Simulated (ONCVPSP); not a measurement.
**What one change does to a pseudopotential (dysprosium, ONCV)**

dysprosium (Dy), optimised norm-conserving Vanderbilt (ONCV), made with ONCVPSP 4.0.1 (LDA (Perdew-Zunger), scalar-relativistic). Core [Kr] 4d10 4f9, reference 5s2 5p6 5d1 (charge +2). Waves: 5s: rc 1.95 bohr, ncon 4, nbas 8, qcut 7.6 1/bohr, 3 projectors, debl 0.4 Ha; 5p: rc 2.15 bohr, ncon 4, nbas 9, qcut 7.6 1/bohr, 2 projectors, debl 1.1 Ha; 5d: rc 3.50 bohr, ncon 4, nbas 9, qcut 5 1/bohr, 2 projectors, debl 3.9 Ha. Local part: polynomial inside 1.80 bohr (lpopt 4, dvloc0 2 Ha). Core correction: Teter function, fcfact 2.75, rcfact 1.4.

In the s channel the program set the typed energies aside and used -2.468, 0.250, 0.650 Ha. In the p channel the program set the typed energies aside and used -1.571, 0.250 Ha.

All-electron outer shells of the reference configuration (LDA (Perdew-Zunger), scalar-relativistic, ld1.x):

```tsv
shell	level (eV)	outermost node (bohr)	outermost maximum (bohr)
5p	-42.74	0.67	1.30
4f	-23.57	–	0.53
5d	-15.42	0.76	1.84
```

Change: core correction Teter function, fcfact 2.75, rcfact 1.82.

Cutoffs: the cutoffs (Ha) at which the residual kinetic energy of the hardest occupied pseudo-wave falls to 1 and 0.1 mHa per electron; they do not see the model core or the augmentation charge, which bear on the density cutoff. Errors are all-electron minus pseudo energies relative to the spin-unpolarised reference configuration.

Q: What does the change do?

A: The potential gets neither clearly harder nor softer (17 Ha and 21 Ha → 17 Ha and 21 Ha); of the 4 tests that both files solve, the error grows in 1 and shrinks in 3 by more than 15 % and 0.3 meV (median size 21.0 → 22.5 meV); neither file shows a bound ghost. A model core, the more so a compact one, raises the density cutoff, which this test does not measure.

```csv
quantity,base,changed
"cutoff, loose",17 Ha,17 Ha
"cutoff, tight",21 Ha,21 Ha
bound ghosts,none,none
GHOST(+) flags under 300 eV,none,none
"error for 5s2 5p6 5d1 6s2, meV [ΔE -19.77 eV]",+37,+23
"error for 5s2 5p6 5d1 6s1, meV [ΔE -12.71 eV]",+16,+9.9
"error for 5s2 5p6 5d0, meV [ΔE 20.14 eV]",+15,-36
"error for 5s2 5p6 5d1 6p2, meV [ΔE -13.35 eV]",+26,+22
s: phases at 1.98 bohr within 0.05 rad from the reference energy up to (Ha; the scan ends near 5),to the end of the scan,to the end of the scan
p: phases at 2.18 bohr within 0.05 rad from the reference energy up to (Ha; the scan ends near 5),to the end of the scan,to the end of the scan
d: phases at 3.55 bohr within 0.05 rad from the reference energy up to (Ha; the scan ends near 5),0.0,0.0
"rms error of d²Exc/dni dnj with the model core, mHa",3.38,1.45
```
